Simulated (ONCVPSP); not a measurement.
What the settings do to the ONCV potential of La

Base potential:

```
Element                 : La
Generator               : ONCVPSP 4.0.1
Type                    : optimised norm-conserving Vanderbilt (ONCV)
Functional              : PBEsol
Relativity              : scalar-relativistic
Frozen core             : [Kr] 4d10 5s2
Valence charge          : 9
Reference configuration : 5p6 5d1.5 6s1.5
Partial waves           : 6s: rc 3.85 bohr, ncon 5, nbas 8, qcut 1.7 1/bohr, 2 projectors, debl 1.3 Ha; 5p: rc 1.75 bohr, ncon 4, nbas 7, qcut 4.8 1/bohr, 1 projector; 5d: rc 3.60 bohr, ncon 4, nbas 9, qcut 4.1 1/bohr, 1 projector; f scattering state at 0.11 Ha: rc 2.95 bohr, ncon 5, nbas 8, qcut 3.5 1/bohr, 2 projectors, debl 3.9 Ha
Local potential         : polynomial inside 1.15 bohr (lpopt 5, dvloc0 1 Ha)
Core correction         : Teter function, fcfact 4.5, rcfact 1.5
```

In the f channel the program set the typed energies aside and used -0.130, 3.770 Ha.

All-electron outer shells of the reference configuration (PBEsol, scalar-relativistic, ld1.x):

```json
{"shell": "5p", "level (eV)": "-21.63", "outermost node (bohr)": "0.83", "outermost maximum (bohr)": "1.58"}
{"shell": "6s", "level (eV)": "-3.42", "outermost node (bohr)": "1.87", "outermost maximum (bohr)": "3.88"}
{"shell": "5d", "level (eV)": "-2.60", "outermost node (bohr)": "0.95", "outermost maximum (bohr)": "2.24"}
```

Cutoffs, loose and tight: the cutoffs (Ha) at which the residual kinetic energy of the hardest occupied pseudo-wave falls to 1 and 0.1 mHa per electron. They do not see the model core or the augmentation charge, which bear on the density cutoff. Test errors are all-electron minus pseudo excitation energies from the reference, over the configurations 5p6 5d1 6s2; 5p6 5d1 6s1; 5p6 5d1 6s0; 5p6 5d2 6s1. A dash means not determined; rows that change the core or the reference have their own tests. The largest error is taken over the tests solved by every variant that gives reliable tests at all: 5p6 5d1 6s0; 5p6 5d1 6s1; 5p6 5d1 6s2.

A true bound ghost makes a file unfit for plane-wave use even where its test errors are small: the radial tests pick states by their node count and pass the ghost by.

```csv
change,outcome,"cutoff, loose","cutoff, tight",bound ghosts,GHOST(+) flags above zero,largest test error (meV)
base,"generated, projector energies reset by the program",19 Ha,43 Ha,"s, p",f,+15
"core correction Teter function, fcfact 6.1, rcfact 1.5","generated, projector energies reset by the program",19 Ha,43 Ha,"s, p",f,+13
s: qcut 2.3; p: qcut 6.4; d: qcut 5.4; f: qcut 4.7,"failed: ERROR pspot: first pseudo wave function has node, program will stop",–,–,–,–,–
"d: ncon 3, nbas 8","generated, projector energies reset by the program",19 Ha,43 Ha,"s, p",f,+14
"core [Kr] 4d10, valence charge 11; reference 5s2 5p6 5d1 6s1.75; waves now 5s+6s: rc 2.10 bohr, ncon 5, nbas 8, qcut 6.3 1/bohr, 2 projectors; 5p: rc 2.65 bohr, ncon 4, nbas 8, qcut 4.5 1/bohr, 1 projector; 5d: rc 2.35 bohr, ncon 4, nbas 7, qcut 3.6 1/bohr, 3 projectors, debl 0.9 Ha; f scattering state at 0.2 Ha: rc 2.75 bohr, ncon 4, nbas 8, qcut 4.4 1/bohr, 2 projectors, debl 0.8 Ha; local potential polynomial inside 1.55 bohr (lpopt 5, dvloc0 2 Ha)","failed: ERROR pspot: first pseudo wave function has node, program will stop",–,–,–,–,–
"all radii but the core radius scaled by about 0.83 (s 3.18, p 1.44, d 2.98, f 2.44 bohr); local potential polynomial inside 0.96 bohr (lpopt 5, dvloc0 1 Ha)","generated, projector energies reset by the program",33 Ha,69 Ha,"s, p","s, d, f",+10.0
"local potential polynomial inside 1.15 bohr (lpopt 5, dvloc0 -1 Ha)","generated, projector energies reset by the program",19 Ha,43 Ha,"s, p","d, f",+15
d: nbas 7,"generated, projector energies reset by the program",19 Ha,43 Ha,"s, p",f,+15
```

Question: What comes out with this change to the base: p: qcut 6?

Answer: outcome: generated, projector energies reset by the program; cutoff, loose: 15 Ha; cutoff, tight: 18 Ha; bound ghosts: s, p; GHOST(+) flags above zero: f; largest test error (meV): +15.

Question: What comes out with this change to the base: reference 5p6 5d1 6s0.5?

Answer: outcome: generated, projector energies reset by the program; cutoff, loose: 20 Ha; cutoff, tight: 43 Ha; bound ghosts: s, p; GHOST(+) flags above zero: f; largest test error (meV): +1.7 over the solved tests; 2 of 4 tests not solved or not reliable.
